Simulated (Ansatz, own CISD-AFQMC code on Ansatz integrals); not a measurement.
H3BSi2, SMILES `B1=[SiH][SiH2]1` (charge 0, multiplicity 1).

Z-matrix (Å, degrees):
```
Si
H 1 1.4885
H 1 1.4907 2 107.69
B 1 1.8737 2 130.77 3 -164.89
Si 4 1.7913 1 87.71 2 -81.20
H 5 1.4893 4 142.10 1 -109.31
```
Charge 0, multiplicity 1.

Frozen-core correlation energies in cc-pVDZ at a geometry from PBE0-D3(BJ)/def2-TZVP, on an HF energy of -604.12086 Ha (<S^2> = 0.00, restricted and unstable towards unrestricted orbitals). Wave-function levels are from Ansatz, the walk from an own CISD-AFQMC code on Ansatz integrals (time step 0.005/Ha, trial state from CCSD amplitudes, largest double 0.12).

```json
[
 {"level": "MP2", "correlation energy (mHa)": "-282.2"},
 {"level": "CCSD", "correlation energy (mHa)": "-320.6"},
 {"level": "CCSD(T)", "correlation energy (mHa)": "-339.5"},
 {"level": "CCSDT(Q)", "correlation energy (mHa)": "-342.6"}
]
```

Q: What correlation energy does phaseless AFQMC give, and where does it lie among these levels?

A: -341.1 ± 0.4 mHa (one standard error). AFQMC minus each level: MP2 -58.9 mHa, CCSD -20.5 mHa, CCSD(T) -1.7 mHa, CCSDT(Q) +1.5 mHa.
